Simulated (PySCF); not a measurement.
## Two-component Hartree-Fock for Mo²⁸⁺ (molybdenum, charge +28)

Start: [Ne] 3s2 3p2; 3p1/2 filled at m_j = -1/2, +1/2. Calculated with PySCF 2.14 in an uncontracted even-tempered set (19 s from 4.3 bohr⁻², ratio 2.4; 13 p from 5.6 bohr⁻², ratio 2.4; 5 d from 21 bohr⁻², ratio 2.6; 4 f from 31 bohr⁻², ratio 2.6): generalised Hartree-Fock with the X2C-1e Hamiltonian and a Gaussian nucleus; one run each with spin-orbit coupling (SO) switched off, then screened by Boettger's factors.

```csv
spinor shell,electrons,"ε, spin-free (eV)","ε, screened SO (eV)",weight of nominal j (screened SO),"rms radius, screened SO (bohr)"
1s1/2,2,-21520.0,-21517.0,1.000,0.0404
2s1/2,2,-4263.4,-4261.8,1.000,0.163
2p1/2,2,-3956.7,-4035.5,1.000,0.142
3s1/2,2,-1607.3,-1606.5,1.000,0.401
3p1/2,2,-1523.4,-1533.7,1.000,0.387
```

**Question.** Where does 2p3/2 lie, and what is the 2p spin-orbit splitting (screened SO)?

**Answer.** At -3917.5 eV, 118.07 eV above 2p1/2.

```
   quantity    spin-free  screened SO
E (hartree)  -3483.67998  -3485.11381
        M_J            0            0
       ⟨J²⟩        2.001        0.000
       ⟨L²⟩        2.001        1.335
       ⟨S²⟩        2.000        1.335
```

Breit and QED terms are absent; they matter most for the inner s and p1/2 levels.

Densities and radii are taken from the X2C orbitals without a picture-change correction, which distorts them close to the nucleus.

Without spin-orbit coupling the j labels of p, d and f shells carry no meaning; the spin-free column gives the mean over the occupied spinors of each nl shell.
